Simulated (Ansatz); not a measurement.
Basis sets compared for V(H2O)2OCl2 (VCl₂O₃H₄). The state is a doublet with charge 0. Geometry PBE0-D4/def2-SVP. Ansatz on 4 threads of Intel Xeon 6975P-C on a shared host; times are rough, and most runs start from earlier orbitals.

Cartesian coordinates in Å:
```
V 0.103 -0.122 -0.122
O 0.907 1.728 -0.507
H 0.771 2.118 -1.380
H 1.808 1.884 -0.193
O -1.187 -1.397 0.840
H -0.820 -2.059 1.439
H -1.908 -1.767 0.313
O 0.892 -1.055 -1.061
Cl -1.753 0.634 -1.200
Cl 1.186 0.036 1.872
```

No other spin state of charge 0 was run.

Binding counts from free atoms (V quartet, O triplet, H doublet, Cl doublet) in the same basis, without a counterpoise term.

| level | functions | energy (Eh) | HOMO (eV) | LUMO (eV) | binding per atom (eV) | wall time |
| --- | --- | --- | --- | --- | --- | --- |
| PBE-D4/def2-SVP | 129 | -2091.3030 | -4.25 | -2.39 | – | 1.6 s |
| PBE-D4/def2-TZVP (with forces) | 236 | -2092.0279 | -4.60 | -2.78 | – | 3 s |
| revPBE-D4/def2-TZVP | 236 | -2092.5314 | -4.56 | -2.66 | – | 2.7 s |
| PBE0-D4/def2-SVP | 129 | -2091.3687 | -6.80 | -1.43 | 3.70 | 2.2 s |
| PBE0-D4/def2-TZVP | 236 | -2092.0859 | -7.02 | -1.59 | – | 6.5 s |

(1) Estimate the rows for PBE-D4/def2-TZVPD, revPBE-D4/def2-TZVPD, PBE0-D4/def2-TZVPD.

Results:

(1) 
```tsv
level	functions	energy (Eh)	HOMO (eV)	LUMO (eV)	binding per atom (eV)	wall time
PBE-D4/def2-TZVPD	296	-2092.0337	-4.71	-2.91	–	4.2 s
revPBE-D4/def2-TZVPD	296	-2092.5373	-4.67	-2.79	–	4.3 s
PBE0-D4/def2-TZVPD	296	-2092.0906	-7.09	-1.70	–	9 s
```
